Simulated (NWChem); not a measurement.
System: InHSCl2; SMILES [SH][In]([Cl])[Cl]

NWChem input:

```
start job
memory heap 200 mb stack 900 mb global 1100 mb
geometry units angstroms noautoz
  In     0.009292     0.001245     0.000392
  Cl     0.890903    -2.155524    -0.000614
  Cl    -2.318228     0.202591     0.000434
  S      1.396605     1.933449     0.001458
  H      0.324883     2.759672     0.001811
end
basis spherical
  * library def2-svp
end
ecp
  In library def2-ecp
end
dft
  xc b3pw91
  iterations 150
  mulliken
end
task dft energy
```

Structure relaxed at the PBE0/def2-SVP level. def2 effective core potentials on In; no spin-orbit coupling.

What results follow from this input? (B3PW91/def2-SVP with def2 effective core potentials on In.) Quantities: energy (Ha); highest occupied level (eV); orbital gap (eV); dipole (D).

The energy (Ha) comes out as -1509.04. The highest occupied level (eV) is -7.95 and the orbital gap (eV) is 5.19. The dipole (D) is 1.80.
